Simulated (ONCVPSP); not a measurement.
## What one change does to a pseudopotential (Mn, ONCV)

| Quantity | Value |
| --- | --- |
| Element | Mn (Z = 25) |
| Generator | ONCVPSP 4.0.1 |
| Type | optimised norm-conserving Vanderbilt (ONCV) |
| Functional | PBEsol |
| Relativity | scalar-relativistic |
| Frozen core | [Ne] |
| Valence charge | 15 |
| Reference configuration | 3s2 3p6 3d5 4s2 |
| Partial waves | 3s+4s: rc 1.35 bohr, ncon 3, nbas 6, qcut 10.9 1/bohr, 2 projectors; 3p: rc 1.05 bohr, ncon 4, nbas 8, qcut 16 1/bohr, 2 projectors, debl 2.4 Ha; 3d: rc 1.25 bohr, ncon 4, nbas 8, qcut 13.8 1/bohr, 1 projector; f scattering state at 0.09 Ha: rc 1.20 bohr, ncon 4, nbas 8, qcut 9.5 1/bohr, 2 projectors, debl 3.6 Ha |
| Local potential | polynomial inside 1.00 bohr (lpopt 3, dvloc0 3 Ha) |
| Core correction | none |

All-electron outer shells of the reference configuration (PBEsol, scalar-relativistic, ld1.x):

```csv
shell,level (eV),outermost node (bohr),outermost maximum (bohr)
2p,-629.76,–,0.19
3s,-85.64,0.34,0.74
3p,-54.48,0.31,0.75
3d,-6.79,–,0.76
4s,-5.12,1.05,2.51
```

Change: p: rc 0.84; local potential polynomial inside 0.84 bohr (lpopt 3, dvloc0 3 Ha).

Cutoffs: the cutoffs (Ha) at which the residual kinetic energy of the hardest occupied pseudo-wave falls to 1 and 0.1 mHa per electron; they do not see the model core or the augmentation charge, which bear on the density cutoff. Errors are all-electron minus pseudo energies relative to the spin-unpolarised reference configuration.

Problem. What does the change do?

Solution. The potential gets harder (65 Ha and 76 Ha → 70 Ha and 88 Ha); of the 4 tests that both files solve, the error grows in 1 and shrinks in 1 by more than 15 % and 0.3 meV (median size 0.6 → 1.0 meV); neither file shows a bound ghost. A smaller radius makes the pseudo-wave follow the all-electron one further in, where it bends more sharply, so more plane waves are needed.

| quantity | base | changed |
| --- | --- | --- |
| cutoff, loose | 65 Ha | 70 Ha |
| cutoff, tight | 76 Ha | 88 Ha |
| loose cutoff by channel | s 34 Ha, p 59 Ha, d 65 Ha | s 34 Ha, p 70 Ha, d 65 Ha |
| bound ghosts | none | none |
| GHOST(+) flags under 300 eV | none | none |
| error for 3s2 3p6 3d5 4s1, meV [ΔE 8.43 eV] | -0.1 | -0.1 |
| error for 3s2 3p6 3d5 4s0, meV [ΔE 23.94 eV] | +1.2 | +1.2 |
| error for 3s2 3p6 3d4 4s0, meV [ΔE 56.42 eV] | -8.2 | -6.0 |
| error for 3s2 3p6 3d6 4s1, meV [ΔE -0.37 eV] | 0.0 | +0.8 |
| s: phases at 1.37 bohr within 0.05 rad from the reference energy up to (Ha; the scan ends near 5) | to the end of the scan | to the end of the scan |
| d: phases at 1.27 bohr within 0.05 rad from the reference energy up to (Ha; the scan ends near 5) | 2.8 | 3.0 |
| f: phases at 1.22 bohr within 0.05 rad from the reference energy up to (Ha; the scan ends near 5) | to the end of the scan | to the end of the scan |
